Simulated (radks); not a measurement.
Values are calculated unless marked as measured or tabulated.
Ionisation of As3+, [Ar] 3d10 4s2, to As4+, [Ar] 3d10 4s1, under several functionals. Scalar-relativistic Kohn-Sham, spin-polarised, spherical densities, finite nucleus; open shells are filled with parallel spins first; a radial shooting solver on a logarithmic mesh with Libxc functionals.

functional,E(As3+) (hartree),Exc (hartree),IE (eV),-e(HOMO) (eV),<r> HOMO (bohr),IE error (eV)
HCTH/407,-2260.26797,-84.34128,50.427,44.445,1.743,+0.277
PBE,-2258.77876,-82.71835,50.235,44.431,1.743,+0.085
RPBE,-2259.01582,-82.96177,50.022,44.229,1.747,-0.128
exchange-only B88,-2257.70060,-81.62215,49.232,43.582,1.749,-0.918
"LDA (Slater exchange, Perdew-Zunger correlation)",-2255.69540,-79.58393,50.696,44.862,1.737,+0.546
"LDA (Slater exchange, VWN5 correlation)",-2255.71176,-79.60027,50.671,44.864,1.737,+0.521
revPBE,-2258.95112,-82.89566,50.006,44.281,1.744,-0.144
exchange-only PBE,-2257.30549,-81.21783,49.393,43.537,1.754,-0.757
SOGGA,-2256.94499,-80.85656,49.953,44.296,1.741,-0.197
OLYP,-2259.76176,-83.78338,49.790,44.007,1.749,-0.360
XLYP,-2259.51675,-83.45976,50.540,44.567,1.745,+0.390

NIST Atomic Spectra Database: 50.2 eV (measured). Closest: PBE. The Delta-SCF values span 1.46 eV, the total energies 4.57 hartree. The highest occupied level is 4s.
